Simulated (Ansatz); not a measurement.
Total energies of BiH2(SiH3) (SiBiH5) from Ansatz at PBE0-D4/def2-TZVP, gas phase (1 Eh = 27.2114 eV = 2625.5 kJ/mol). The reference geometry is relaxed at PBE-D4/def2-TZVP.

```csv
state,geometry,energy (Eh)
charge 0 singlet,reference,-506.99892
charge 1 doublet,reference,-506.65824
free Bi atom (quartet),–,-214.61763
free H atom (doublet),–,-0.50104
free Si atom (triplet),–,-289.24943
```

In the def2 sets Bi takes a core potential; there is no spin–orbit coupling.

Problem. Work out the vertical ionisation energy to the doublet.

Solution. E(charge 1 doublet) − E(charge 0 singlet) = -506.65824 − (-506.99892) = 0.34068 Eh = 9.27 eV. For comparison, −ε of the highest occupied level is 7.30 eV at this level, 1.97 eV less.

Problem. What is the binding energy per atom against free atoms?

Solution. Atoms: 1 × (-214.61763) + 5 × (-0.50104) + 1 × (-289.24943) = -506.37226 Eh. Binding: -506.37226 − (-506.99892) = 0.62666 Eh = 17.05 eV, or 2.44 eV for each of 7 atoms (no zero-point energy, no counterpoise term).
